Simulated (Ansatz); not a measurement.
Ansatz (a first-principles code) input (HF/6-31G*):

Ansatz 0.2 input:
```yaml
crystal:
  periodic: [false, false, false]
  atoms:
    - {symbol: C, position_ang: [-0.03656800, -0.45071900, -0.08291100]}
    - {symbol: F, position_ang: [-0.12060900, -1.30458200, 0.93195000]}
    - {symbol: Cl, position_ang: [-1.43146400, 0.54752800, -0.25057900]}
    - {symbol: Cl, position_ang: [1.50822200, 0.30221000, -0.21354400]}
basis:
  gaussian:
    orbitals: 6-31G*
hamiltonian:
  xc: {name: HF}
magnetization: {spin_polarized: true, initial_magnetization: 1}
relax: {f_tol: 0.003, max_steps: 120}
```

Output:

```
Functional definition: HF
integrals: 0.01 GiB planned
682 factors; integrals over basis functions are off by at most 6.9e-5 eV
mean field: 0.27 GiB planned
mean field evaluation 1: about -28737.6735 eV, gradient 2.2e1 eV
mean field evaluation 2: about -28737.7426 eV, gradient 2.2e1 eV
mean field evaluation 4: about -28740.5067 eV, gradient 2.9e0 eV
mean field evaluation 8: about -28740.6921 eV, gradient 3.8e-1 eV
mean field -28740.69693750 eV, -1056.2011313090 hartree, gradient 5.0e-5 eV, S^2 0.760213; 0 other end points of the search recorded, 0 dependent functions left out
the calculation of the forces begins
reference -28740.69693750 eV, -1056.2011313090 hartree; 25, 24 occupied and 43, 44 virtual orbitals, 682 factors
relax step   1: F+E_penalty+E_count = -28740.69693750 eV  Δ(F+E_penalty+E_count) = +0.000e0 eV  max|allowed force component| = 7.030e-1 eV/Å  Δτ_max = 0.0000 Å  (45 SCF iters, accepted)
these checks for a lower state are left out or cut short: starts, cluster_reference, orbital_swaps, neighbouring_geometries, increment
integrals: 0.01 GiB planned
682 factors; integrals over basis functions are off by at most 7.1e-5 eV
mean field: 0.27 GiB planned
mean field evaluation 16: about -28740.5978 eV, gradient 1.3e0 eV
mean field -28740.70649558 eV, -1056.2014825621 hartree, gradient 5.1e-5 eV, S^2 0.759737; 0 other end points of the search recorded, 0 dependent functions left out
the calculation of the forces begins
reference -28740.70649558 eV, -1056.2014825621 hartree; 25, 24 occupied and 43, 44 virtual orbitals, 682 factors
relax step   2: F+E_penalty+E_count = -28740.70649558 eV  Δ(F+E_penalty+E_count) = -9.558e-3 eV  max|allowed force component| = 4.011e-1 eV/Å  Δτ_max = 0.0178 Å  (44 SCF iters, accepted)
these checks for a lower state are left out or cut short: starts, cluster_reference, orbital_swaps, neighbouring_geometries, increment
integrals: 0.01 GiB planned
682 factors; integrals over basis functions are off by at most 7.1e-5 eV
mean field: 0.27 GiB planned
mean field -28740.70920297 eV, -1056.2015820566 hartree, gradient 2.4e-5 eV, S^2 0.759879; 0 other end points of the search recorded, 0 dependent functions left out
the calculation of the forces begins
reference -28740.70920297 eV, -1056.2015820566 hartree; 25, 24 occupied and 43, 44 virtual orbitals, 682 factors
relax step   3: F+E_penalty+E_count = -28740.70920297 eV  Δ(F+E_penalty+E_count) = -2.707e-3 eV  max|allowed force component| = 2.474e-2 eV/Å  Δτ_max = 0.0106 Å  (35 SCF iters, accepted)
these checks for a lower state are left out or cut short: starts, cluster_reference, orbital_swaps, neighbouring_geometries, increment
integrals: 0.01 GiB planned
682 factors; integrals over basis functions are off by at most 7.1e-5 eV
mean field: 0.27 GiB planned
mean field evaluation 32: about -28740.7092 eV, gradient 6.2e-2 eV
mean field -28740.70924679 eV, -1056.2015836672 hartree, gradient 1.4e-5 eV, S^2 0.759892; 0 other end points of the search recorded, 0 dependent functions left out
the calculation of the forces begins
reference -28740.70924679 eV, -1056.2015836672 hartree; 25, 24 occupied and 43, 44 virtual orbitals, 682 factors
relax step   4: F+E_penalty+E_count = -28740.70924679 eV  Δ(F+E_penalty+E_count) = -4.383e-5 eV  max|allowed force component| = 9.455e-3 eV/Å  Δτ_max = 0.0009 Å  (34 SCF iters, accepted)
these checks for a lower state are left out or cut short: starts, cluster_reference, orbital_swaps, neighbouring_geometries, increment
integrals: 0.01 GiB planned
682 factors; integrals over basis functions are off by at most 7.2e-5 eV
mean field: 0.27 GiB planned
mean field -28740.70925804 eV, -1056.2015840807 hartree, gradient 7.1e-5 eV, S^2 0.759894; 0 other end points of the search recorded, 0 dependent functions left out
the calculation of the forces begins
reference -28740.70925804 eV, -1056.2015840807 hartree; 25, 24 occupied and 43, 44 virtual orbitals, 682 factors
relax step   5: F+E_penalty+E_count = -28740.70925804 eV  Δ(F+E_penalty+E_count) = -1.125e-5 eV  max|allowed force component| = 2.088e-3 eV/Å  Δτ_max = 0.0008 Å  (30 SCF iters, accepted)
integrals: 0.01 GiB planned
682 factors; integrals over basis functions are off by at most 7.2e-5 eV
mean field: 0.27 GiB planned
mean field -28740.70925804 eV, -1056.2015840807 hartree, gradient 7.1e-5 eV, S^2 0.759894; 1 other end points of the search recorded, 0 dependent functions left out
the calculation of the forces begins
reference -28740.70925804 eV, -1056.2015840807 hartree; 25, 24 occupied and 43, 44 virtual orbitals, 682 factors
Total energy: -28740.70925804 eV, -1056.2015840807 hartree
Atom 0 at    -0.036951    -0.455601    -0.084840 Å, force    -0.000180    -0.002088     0.000485 eV/Å
Atom 1 at    -0.119102    -1.287999     0.922159 Å, force     0.000066     0.000706    -0.000552 eV/Å
Atom 2 at    -1.427494     0.541299    -0.244662 Å, force    -0.000141     0.000707     0.000031 eV/Å
Atom 3 at     1.503127     0.296737    -0.207741 Å, force     0.000256     0.000674     0.000036 eV/Å
Dipole moment:     0.003459     0.030505    -0.072535 e Å
```

The geometry given is a B3LYP-D3(BJ)/def2-TZVP minimum.
